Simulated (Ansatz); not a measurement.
Consider the ligand exchange at the In–N bond: `C[NH][InH][Cl]` + CH₃OH → `C[O][InH][Cl]` + CH₃NH₂.

Calculated with Ansatz (gas phase, PBE0-D4/def2-TZVP geometries, no zero-point term in ΔE). CBS: MP2 limit from def2 TZ/QZ plus the TZ coupled-cluster correction, frozen cores. This one scheme is used for every species. Functionals use def2-TZVPP. Elements past krypton have def2 core potentials. For In outer-core shells are correlated without core-valence functions, which leaves a few kJ/mol of doubt a bond. One conformer a species, not always the lowest.

Task: Is it downhill or uphill in electronic energy at CCSD(T)/CBS, and by how much? (An estimate is asked.)

Result: Computed: Downhill: ΔE = -12.3 kJ/mol.

Task: What do these levels give: r2SCANh-D4, r2SCAN0-D4, BHLYP-D4, ωB97M-V, CAM-B3LYP, CCSD(T)/def2-SVP? (An estimate is asked.)

Result: The calculation gave: r2SCANh-D4 -16.2, r2SCAN0-D4 -14.2, BHLYP-D4 -14.8, ωB97M-V -14.1, CAM-B3LYP -16.3, CCSD(T)/def2-SVP -16.0 kJ/mol.

Largest T1 diagnostic among the species: 0.016.

From BLYP to BHLYP (50 % exact exchange), in def2-TZVPP and without D4, ΔE moves by +5.3 kJ/mol. At CCSD(T), def2-SVP lies −3.7 kJ/mol from the extrapolated value and def2-TZVPP +0.2 kJ/mol. Leaving LDA and LC-ωPBE aside and taking each functional with its dispersion term where it has one, the values, not all of them listed here, spread over 10.6 kJ/mol, from B97M-V to PBE-QIDH. LDA lies +8.1 kJ/mol from PBE without D4.
